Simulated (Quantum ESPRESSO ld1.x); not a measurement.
The numbers below are computed, except where a source is named.
The mean radii <r> (bohr) of the occupied orbitals of an atom or ion are listed with their occupations. Code: ld1.x of Quantum ESPRESSO 7.5. Model: scalar-relativistic Kohn-Sham, PBEsol, spin-unpolarised, spherical densities, point nucleus.

| orbital | occ. | <r> |
|---|---|---|
| 1s | 2 | 0.1114 |
| 2s | 2 | 0.5680 |
| 2p | 6 | 0.5365 |
| 3s | 2 | 1.952 |

Name the element and its charge.

Answer. Z = 14, silicon, charge +2: Si2+ in [Ne] 3s2. The 1s radius gives Z: for a bare nucleus <r> = (2 gamma + 1)/(2Z) with gamma = sqrt(1 - (Z/c)^2), 0.1068 bohr for Z = 14, and screening makes it slightly larger (0.1114 here). The occupations add up to 12, and the charge is Z minus that.
